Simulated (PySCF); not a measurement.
SiBrF2, SMILES F[Si](F)Br, multiplicity 2.

Geometry: PBE0-D3(BJ)/def2-SVP.

Calculation: PBE0-D3(BJ)/def2-SVP in PySCF.

Frequencies are harmonic and unscaled.

```json
[
 {"mode": "1", "ν (cm⁻¹)": "179", "IR (km/mol)": "2.1", "moving atoms (share of kinetic energy)": "F 73 %, Si 17 %, Br 10 %"},
 {"mode": "2", "ν (cm⁻¹)": "218", "IR (km/mol)": "5.2", "moving atoms (share of kinetic energy)": "F 68 %, Br 28 %"},
 {"mode": "3", "ν (cm⁻¹)": "329", "IR (km/mol)": "26.2", "moving atoms (share of kinetic energy)": "F 65 %, Si 33 %"},
 {"mode": "4", "ν (cm⁻¹)": "457", "IR (km/mol)": "102.0", "moving atoms (share of kinetic energy)": "Si 75 %, Br 18 %"},
 {"mode": "5", "ν (cm⁻¹)": "873", "IR (km/mol)": "152.9", "moving atoms (share of kinetic energy)": "F 63 %, Si 37 %"},
 {"mode": "6", "ν (cm⁻¹)": "951", "IR (km/mol)": "133.8", "moving atoms (share of kinetic energy)": "F 53 %, Si 47 %"}
]
```
